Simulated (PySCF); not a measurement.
Cl₅W, doublet, at a GFN2-xTB geometry (such geometries of metal compounds can be far from the true shape) (core potentials on W). Base run: DF-B3LYP/def2-SVP (PySCF).

Here is a job for PySCF.
```python
from pyscf import gto, scf, dft

mol = gto.Mole()
mol.atom = '''
    W    -0.000000    0.000000   -0.000000
    Cl    1.845527   -0.408177   -1.167973
    Cl    0.962335   -0.981487    1.863601
    Cl   -0.962335    0.981487   -1.863601
    Cl   -1.635958   -1.502506    0.053472
    Cl   -0.209570    1.910682    1.114501
'''
mol.basis = 'def2-svp'
mol.ecp = {'W': 'def2-svp'}
mol.charge = 0
mol.spin = 1
mol.verbose = 5
mol.build()

mf = dft.UKS(mol)
mf.xc = 'b3lyp'
mf = mf.density_fit(auxbasis='def2-universal-jkfit')
mf.kernel()
mf.analyze()
```

Variants of this job, named by their change:

```tsv
change	ΔE vs base (mEh)	grid points	electrons on the grid	outcome
base	0.000	118712	99.00000	converged
grids.atom_grid = (150, 974)	0.009	444840	99.00000	converged
grids.level = 7	0.009	526088	99.00000	converged
grids.radi_method = mura_knowles	0.000	108520	99.00000	converged
grids.prune = off	0.001	217000	99.00000	converged
grids.level = 1	-0.240	40520	98.99993	converged
grids.atom_grid = (99, 590)	-	-	-	not converged
grids.prune = dft.gen_grid.treutler_prune	0.021	115136	99.00001	converged
grids.radi_method = gauss_chebyshev	0.000	115088	99.00000	converged
grids.atom_grid = (75, 302)	0.016	82120	99.00002	converged
grids.level = 0	225.4	11384	98.96574	converged
```

Open shells are given as the SCF converged; they aren't shown to be the lowest states, and a large step between rows can be another state.
